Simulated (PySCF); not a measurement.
## Induced dipoles and field energies

Compound: 4-methylpyridazine, C5H6N2.
Structure used (GFN2-xTB), in Å, numbered top down from 1:
```
atom  x, y, z in Å
C1    -1.8364   -0.2236    0.0960
C2    -0.3701    0.0493    0.0438
C3     0.5675   -0.9429   -0.1930
C4     1.9067   -0.5652   -0.2355
N5     2.3071    0.6791   -0.0605
N6     1.4355    1.6167    0.1629
C7     0.1504    1.3379    0.2158
H8    -2.2668   -0.1088   -0.8995
H9    -2.0288   -1.2405    0.4313
H10   -2.3365    0.4766    0.7612
H11    0.2735   -1.9727   -0.3361
H12    2.6920   -1.2865   -0.4137
H13   -0.4985    2.1814    0.4094
```

Level: PBE0/def2-SVPD (PySCF); nuclei fixed, core orbitals frozen in the response. Permanent dipole (-3.700, -2.869, -0.247) D (1 au = 2.5417 D). Static polarisability (au):

```
x   86.46  0.24 -2.75
y    0.24 74.43  4.99
z   -2.75  4.99 45.53
```

Only the terms in μ and α are kept: μ(F) = μ + αF and ΔE = −μ·F − ½ F·αF.

**Question.** What do fields of 0.411 V/Å (0.008 au) along the six axis directions do?

**Answer.** 
| field along | induced x (D) | induced y (D) | induced z (D) | total size (D) | −μ·F (kJ/mol) | −½F·αF (kJ/mol) |
| --- | --- | --- | --- | --- | --- | --- |
| +x | 1.758 | 0.005 | -0.056 | 3.474 | +30.575 | -7.264 |
| −x | -1.758 | -0.005 | 0.056 | 6.171 | -30.575 | -7.264 |
| +y | 0.005 | 1.513 | 0.101 | 3.939 | +23.708 | -6.253 |
| −y | -0.005 | -1.513 | -0.101 | 5.749 | -23.708 | -6.253 |
| +z | -0.056 | 0.101 | 0.926 | 4.715 | +2.041 | -3.825 |
| −z | 0.056 | -0.101 | -0.926 | 4.845 | -2.041 | -3.825 |

**Question.** For the field (-0.0032, -0.0064, -0.0056) au, what is the induced dipole, and what angle does it make with the field?

**Answer.** αF = (-0.668, -1.284, -0.707) D, at 12.0° to the field. The polarisability along this direction, F·αF/F², is 68.20 au, against a mean of 68.81 au.

**Question.** Which field along μ doubles the dipole in that direction (linear response)?

**Answer.** The polarisability along the dipole is 82.17 au, so F = 1.8446 au / 82.17 au = 0.0224 au = 1.15 V/Å; higher-order terms are ignored.

**Question.** What field makes μF equal to kT at 100 K?

**Answer.** kT = 0.3167 × 10⁻³ Eh, so F = 0.000172 au = 0.883 MV/cm.

**Question.** Induction energy −ᾱe²/2R⁴ of a unit charge at 20 Å, the molecule taken as a point?

**Answer.** R = 37.79 bohr, so the energy is −68.8/(2 × 37.79⁴) Eh = -0.0443 kJ/mol. The charge–dipole term at its most favourable orientation, −μe/R², is -3.39 kJ/mol.

Isolated species at its GFN2-xTB geometry, gas phase.
